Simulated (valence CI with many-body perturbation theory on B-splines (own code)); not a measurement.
Values are calculated unless marked as measured or tabulated.
## Energy levels of Pm XXXIX

Level of theory: relativistic CI+MBPT: five valence electrons over a frozen Dirac-Fock core [Ar], radial functions for each j: 7 s, 7 p, 8 d, 6 f, 4 g, 1 h, with the one-electron correlation potential Σ1 (screened to all orders), the two-electron term Σ2, the three-electron term Σ3, Breit, model QED; selected single and double excitations, second order for the rest, scaled by the run's own slope (own B-spline code, finite nucleus).

The last digits are not significant, and no measured levels were compared; by estimate large intervals hold to a few tenths of a per cent, small ones and those within an open d or f shell to about a per cent. Only levels of the ground parity were solved; by the run's estimate the other parity begins above the list, which can be wrong where configurations are misplaced.

Levels 1 to 37 of 37, with energies above the lowest level, (3d3/2^4 3d5/2) J=5/2. "Leading %" is the weight of the configuration and term that name the level; weights of strongly mixed levels are sums over their largest components and can fall short. In the jj column 3d3/2^4 stands for four electrons in 3d with j = 3/2.

| No. | Configuration | Term | J | E (eV) | Leading % | g | Leading jj |
| --- | --- | --- | --- | --- | --- | --- | --- |
| 1 | 3d⁵ | ⁴P | 5/2 | 0.00 | 31 | 1.466 | 3d3/2^4 3d5/2 (84 %) |
| 2 | 3d⁵ | ⁶S | 5/2 | 19.22 | 38 | 1.294 | 3d3/2^3 3d5/2^2 (75 %) |
| 3 | 3d⁵ | ⁴G | 7/2 | 28.76 | 39 | 1.148 | 3d3/2^3 3d5/2^2 (98 %) |
| 4 | 3d⁵ | ⁴D | 3/2 | 29.71 | 40 | 1.229 | 3d3/2^3 3d5/2^2 (96 %) |
| 5 | 3d⁵ | ⁴G | 11/2 | 30.06 | 42 | 1.128 | 3d3/2^3 3d5/2^2 (96 %) |
| 6 | 3d⁵ | ⁴G | 9/2 | 33.41 | 42 | 1.145 | 3d3/2^3 3d5/2^2 (91 %) |
| 7 | 3d⁵ | ⁴D | 5/2 | 35.17 | 37 | 1.146 | 3d3/2^3 3d5/2^2 (82 %) |
| 8 | 3d⁵ | ⁴P | 1/2 | 36.56 | 54 | 1.861 | 3d3/2^3 3d5/2^2 (80 %) |
| 9 | 3d⁵ | ²F | 7/2 | 39.81 | 37 | 1.104 | 3d3/2^3 3d5/2^2 (93 %) |
| 10 | 3d⁵ | ²D | 5/2 | 47.64 | 33 | 1.235 | 3d3/2^2 3d5/2^3 (75 %) |
| 11 | 3d⁵ | ²D | 3/2 | 48.98 | 55 | 0.795 | 3d3/2^3 3d5/2^2 (71 %) |
| 12 | 3d⁵ | ⁴D | 7/2 | 52.92 | 51 | 1.211 | 3d3/2^2 3d5/2^3 (96 %) |
| 13 | 3d⁵ | ²I | 11/2 | 53.72 | 53 | 1.074 | 3d3/2^2 3d5/2^3 (96 %) |
| 14 | 3d⁵ | ⁴G | 9/2 | 55.43 | 51 | 1.143 | 3d3/2^2 3d5/2^3 (91 %) |
| 15 | 3d⁵ | ⁴D | 1/2 | 57.44 | 76 | 0.561 | 3d3/2^2 3d5/2^3 (95 %) |
| 16 | 3d⁵ | ²I | 13/2 | 57.77 | 100 | 1.070 | 3d3/2^2 3d5/2^3 (100 %) |
| 17 | 3d⁵ | ⁴P | 3/2 | 58.62 | 52 | 1.186 | 3d3/2^2 3d5/2^3 (93 %) |
| 18 | 3d⁵ | ²F | 5/2 | 60.22 | 41 | 1.018 | 3d3/2^2 3d5/2^3 (92 %) |
| 19 | 3d⁵ | ²H | 9/2 | 64.35 | 53 | 1.101 | 3d3/2^2 3d5/2^3 (100 %) |
| 20 | 3d⁵ | ²G | 7/2 | 66.25 | 61 | 0.985 | 3d3/2^2 3d5/2^3 (99 %) |
| 21 | 3d⁵ | ⁴F | 5/2 | 67.44 | 60 | 1.038 | 3d3/2^2 3d5/2^3 (95 %) |
| 22 | 3d⁵ | ²D | 3/2 | 69.47 | 87 | 0.814 | 3d3/2^2 3d5/2^3 (70 %) |
| 23 | 3d⁵ | ²F | 7/2 | 72.34 | 42 | 1.046 | 3d3/2^2 3d5/2^3 (88 %) |
| 24 | 3d⁵ | ²S | 1/2 | 72.72 | 42 | 1.826 | 3d3/2^2 3d5/2^3 (67 %) |
| 25 | 3d⁵ | ²G | 9/2 | 78.64 | 69 | 1.105 | 3d3/2^2 3d5/2^3 (88 %) |
| 26 | 3d⁵ | ⁴P | 5/2 | 79.94 | 35 | 1.229 | 3d3/2 3d5/2^4 (88 %) |
| 27 | 3d⁵ | ⁴F | 7/2 | 86.65 | 33 | 1.188 | 3d3/2 3d5/2^4 (97 %) |
| 28 | 3d⁵ | ²H | 11/2 | 88.22 | 59 | 1.064 | 3d3/2 3d5/2^4 (98 %) |
| 29 | 3d⁵ | ²D | 3/2 | 89.42 | 48 | 0.929 | 3d3/2 3d5/2^4 (81 %) |
| 30 | 3d⁵ | ²D | 5/2 | 91.04 | 65 | 1.130 | 3d3/2^2 3d5/2^3 (58 %) |
| 31 | 3d⁵ | ²P | 3/2 | 92.02 | 73 | 1.180 | 3d3/2^2 3d5/2^3 (79 %) |
| 32 | 3d⁵ | ²G | 9/2 | 94.85 | 68 | 1.109 | 3d3/2 3d5/2^4 (86 %) |
| 33 | 3d⁵ | ²D | 5/2 | 98.38 | 68 | 1.113 | 3d3/2 3d5/2^4 (53 %) |
| 34 | 3d⁵ | ²G | 7/2 | 100.49 | 63 | 0.982 | 3d3/2 3d5/2^4 (92 %) |
| 35 | 3d⁵ | ²P | 1/2 | 108.53 | 68 | 1.061 | 3d3/2 3d5/2^4 (79 %) |
| 36 | 3d⁵ | ²D | 3/2 | 119.33 | 76 | 0.883 | 3d3/2 3d5/2^4 (89 %) |
| 37 | 3d⁵ | ²D | 5/2 | 122.12 | 55 | 1.151 | 3d5/2^5 (80 %) |

The ionisation energy to 3d⁴ ³P0 of the next ion comes out as 2755.5 eV (NIST: 2755 ± 4 eV (theoretical)). All 37 levels together are meant to be complete up to 127.02 eV.
